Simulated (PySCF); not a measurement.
Spectrum to structure. Level of theory: TDDFT B3LYP/def2-SVPD, vertical, gas phase, core orbitals frozen in the response in PySCF 2.14.0, density-fitted response routines. Geometries: GFN2-xTB, one conformer each.

| state | λ (nm) | f |
| --- | --- | --- |
| S1 | 290.5 | 0.327 |
| S2 | 281.6 | 0.0011 |
| S3 | 239.0 | 0.0008 |
| S4 | 223.0 | 0.0010 |
| S5 | 205.4 | 0.0008 |
| S6 | 197.9 | 0.0001 |
| S7 | 197.8 | 0.081 |
| S8 | 196.9 | 0.0001 |

Triplets computed (Tamm–Dancoff): 2.78, 3.74, 4.81 eV.

Orbital energies (eV): HOMO-3 -8.87, HOMO-2 -8.87, HOMO-1 -7.82, HOMO -6.50, LUMO -2.07, LUMO+1 -0.41, LUMO+2 0.45.

Task: Which candidate is it?
A. `[H]/N=C/c1nc(Cl)c(O)o1`
B. `n1[nH]cc(OC)c1C`
C. `CC(C)c1nnco1`

Result: A. Its S1, at 4.27 eV, is the lowest among the candidates; the nearest of the others has S1 at 5.53 eV. S1 is HOMO→LUMO (97%). Löwdin shares by element: HOMO carbon 51% or more, chlorine 14% (atoms not listed hold the other 35%); LUMO nitrogen 42%, carbon 30% or more (atoms not listed hold the other 28%). At the same level the other candidates give, for their lowest levels:
- `CC(C)c1nnco1`: 224 nm (f 0.000); 188 nm (f 0.260); 186 nm (f 0.012); 175 nm (f 0.016); 174 nm (f 0.002); T1 4.65 eV; HOMO -7.55, LUMO -0.65 eV
- `COc1c[nH]nc1C`: 222 nm (f 0.007); 214 nm (f 0.006); 209 nm (f 0.101); 197 nm (f 0.004); 193 nm (f 0.005); T1 4.50 eV; HOMO -6.05, LUMO 0.39 eV

Conformer computed: `[H]/[N:1]=[CH:2]/[c:3]1[n:4][c:5]([Cl:6])[c:7]([OH:8])[o:9]1`: N1–C2–C3–N4 180°, H–O8–C7–C5 180°.
